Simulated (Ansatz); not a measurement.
Species: SiS, charge -1, doublet. SiS- (parent SMILES [Si]=S, doublet).
B3LYP-D3(BJ)/def2-TZVP minimum from Ansatz (an electronic-structure program):
```xyz
2

Si     0.0000     0.0000    -1.0889
S      0.0000     0.0000     0.9528
```
Charge -1, spin multiplicity 2.

Total energies in aug-cc-pV(D+d)Z, 11 correlated electrons, 10 frozen orbitals. Radicals and triplets start from unrestricted determinants; spin-orbit coupling is neglected. Correlated methods leave the cores frozen. No relativity. The spin of SSi- (parent SMILES [Si]=S, doublet) was assumed, and the state is the lowest solution found for it.

```tsv
method	program	energy (Eh)	minus CCSDT(Q) (mEh)
HF	Ansatz	-686.49816	261.14
MP2	Ansatz	-686.71947	39.84
CCSD	Ansatz	-686.74430	15.00
CCSD(T)	Ansatz	-686.75696	2.34
CCSDT(Q)	Ansatz	-686.75930	0.00
```

Rough core times of Ansatz's runs on a shared machine: CCSD(T) 30 s, CCSDT(Q) 3 min.
